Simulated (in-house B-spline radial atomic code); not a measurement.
Radial electron density of the ruthenium ion Ru⁸⁺, [Ar] 3d10 4s2 4p6. Computed with an all-electron radial atomic-structure program (B-spline basis): Dirac-Hartree-Fock, average of configuration, Fermi nucleus of rms radius 4.4809 fm.

Columns: r (bohr), 4πr²n(r) (electrons per bohr), bar.

```
 0.00143    1.868 #
 0.00173     2.61 ##
  0.0021    3.647 ##
 0.00254    5.031 ###
 0.00308    6.912 ####
 0.00373    9.383 ######
 0.00451    12.55 ########
 0.00547    16.63 ###########
 0.00662    21.58 ##############
 0.00801    27.41 #################
  0.0097    33.99 ######################
  0.0117    40.74 ##########################
  0.0142    47.37 ##############################
  0.0172     52.7 #################################
  0.0209    55.92 ####################################
  0.0253    56.29 ####################################
  0.0306    54.08 ##################################
   0.037    50.59 ################################
  0.0448    48.14 ###############################
  0.0543    49.28 ###############################
  0.0657    54.99 ###################################
  0.0796    63.31 ########################################
  0.0964    69.27 ############################################
   0.117    67.95 ###########################################
   0.141    59.22 ######################################
   0.171    48.41 ###############################
   0.207    44.04 ############################
   0.251     48.4 ###############################
   0.304    54.14 ##################################
   0.368    51.35 #################################
   0.445    38.41 ########################
   0.539    23.17 ###############
   0.653    14.29 #########
    0.79    12.22 ########
   0.957    11.37 #######
    1.16    8.225 #####
     1.4    4.184 ###
     1.7    1.354 #
    2.06   0.2711 
    2.49  0.03156 
    3.02  0.00179 
    3.65 4.798e-05
```

On this grid the curve has 3 maxima, near 0.0253, 0.0964, 0.304 bohr.

The 4s1/2 radial function P(r) = rR(r), positive near the nucleus, with its small component Q(r) (sign convention: Q ≈ (P' + κP/r)/2c):

| r (bohr) | P | Q |
| --- | --- | --- |
| 0.000455 | 0.0195 | -0.003187 |
| 0.000666 | 0.02772 | -0.004575 |
| 0.000977 | 0.03929 | -0.006534 |
| 0.00143 | 0.05519 | -0.009249 |
| 0.0021 | 0.07698 | -0.01302 |
| 0.00308 | 0.1056 | -0.01812 |
| 0.00451 | 0.1416 | -0.02478 |
| 0.00662 | 0.1835 | -0.03316 |
| 0.0097 | 0.225 | -0.04281 |
| 0.0142 | 0.252 | -0.05241 |
| 0.0209 | 0.2386 | -0.05924 |
| 0.0306 | 0.1505 | -0.05849 |
| 0.0448 | -0.03468 | -0.04521 |
| 0.0657 | -0.2791 | -0.01785 |
| 0.0964 | -0.422 | 0.01491 |
| 0.141 | -0.2323 | 0.03296 |
| 0.207 | 0.3048 | 0.02103 |
| 0.304 | 0.6546 | -0.008181 |
| 0.445 | 0.1727 | -0.0208 |
| 0.653 | -0.8283 | -0.007907 |
| 0.957 | -1.185 | 0.006458 |
| 1.4 | -0.6514 | 0.006343 |
| 2.06 | -0.1342 | 0.001565 |
| 3.02 | -0.007794 | 9.907e-05 |
